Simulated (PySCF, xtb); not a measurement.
Sn(H)(Cl)2(Me) (CH4Cl2Sn), SMILES [CH3][SnH]([Cl])[Cl].

Harmonic wavenumbers (cm⁻¹) from GFN2-xTB run with xtb at its own minimum, in rising order: 49, 100, 104, 110, 300, 318, 449, 464, 470, 728, 743, 1210, 1388, 1414, 1421, 3028, 3053, 3063.

Q: What does r2SCAN-D4/def2-SVP (PySCF) give at its own minimum? (An estimate is asked for; the answer gives what the named calculation found.)

A: 28, 111, 119, 131, 367, 377, 529, 535, 577, 767, 780, 1200, 1420, 1424, 1937, 3058, 3187, 3192. Paired by order, the mean absolute difference is 77 cm⁻¹ and the zero-point energies are 26.3 and 28.2 kcal/mol.
